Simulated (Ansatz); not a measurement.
Computed with Ansatz on PBE0-D4/def2-TZVP structures; ΔE is electronic, products minus reactants. CCSD(T)/CBS adds triple-zeta CCSD(T) − MP2 to the extrapolated MP2 energy (def2 sets, frozen cores). This one scheme is used for every species. Functionals use def2-TZVPP. Each species was taken in one conformer, which may not be the lowest.

Reaction (ligand exchange at a B–N bond): `CN(C)B(N)N` + H₂S → `NB(N)S` + `CNC`

`CN(C)B(N)N`:

```xyz
16

C    -0.381   -0.470   -1.649
N    -0.358   -0.252   -0.230
C    -1.479   -0.833    0.453
B     0.678    0.475    0.436
N     0.792    0.428    1.861
N     1.611    1.256   -0.315
H    -0.541   -1.533   -1.879
H     0.570   -0.185   -2.100
H    -1.185    0.092   -2.147
H    -1.523   -0.489    1.486
H    -2.424   -0.539   -0.025
H    -1.446   -1.933    0.453
H     0.420   -0.324    2.410
H     1.484    0.964    2.350
H     1.410    1.605   -1.233
H     2.371    1.737    0.129
```

H₂S:

```xyz
3

S    -0.590    0.048    0.184
H     0.239   -0.987   -0.019
H     0.351    0.939   -0.165
```

`NB(N)S`:

```xyz
9

N    -0.241    0.882    0.833
B     0.040   -0.172   -0.062
N     0.499    0.056   -1.376
S    -0.159   -1.935    0.443
H    -0.172    1.850    0.573
H    -0.456    0.738    1.801
H     0.616   -0.681   -2.046
H     0.734    0.966   -1.728
H    -0.862   -1.706    1.562
```

`CNC`:

Z-matrix (Å, degrees):
```
C
N 1 1.445
H 1 1.094 2 109.4
H 1 1.092 2 110.0 3 117.9
H 1 1.104 2 114.0 3 -120.2
C 2 1.445 1 112.8 3 65.3
H 2 1.011 1 109.8 3 -171.9
H 6 1.104 2 114.0 1 54.9
H 6 1.094 2 109.4 1 -65.3
H 6 1.092 2 110.0 1 176.8
```

```tsv
level	ΔE (kJ/mol)
r2SCAN-D4	14.1
B2PLYP	15.1
BLYP	9.5
CCSD/CBS(def2)	17.7
```

What does CCSD(T)/CBS give? (An estimate is asked.)

Computed: +18.0 kJ/mol. The listed levels differ from it by -3.9, -2.9, -8.5, -0.3 kJ/mol.

Largest T1 diagnostic among the species: 0.011.

At CCSD(T), def2-SVP lies +6.3 kJ/mol from the extrapolated value and def2-TZVPP +2.4 kJ/mol. From BLYP to BHLYP (50 % exact exchange), in def2-TZVPP and without D4, ΔE moves by +6.1 kJ/mol. Leaving LDA and LC-ωPBE aside and taking each functional with its dispersion term where it has one, the values, not all of them listed here, spread over 10.1 kJ/mol, from revPBE-D4 to CAM-B3LYP-D4. LDA lies +17.8 kJ/mol from PBE without D4.

CCSD(T)/CBS has its own doubt, a few kJ/mol and more with outer-core shells, so smaller differences from it don't rank the levels.
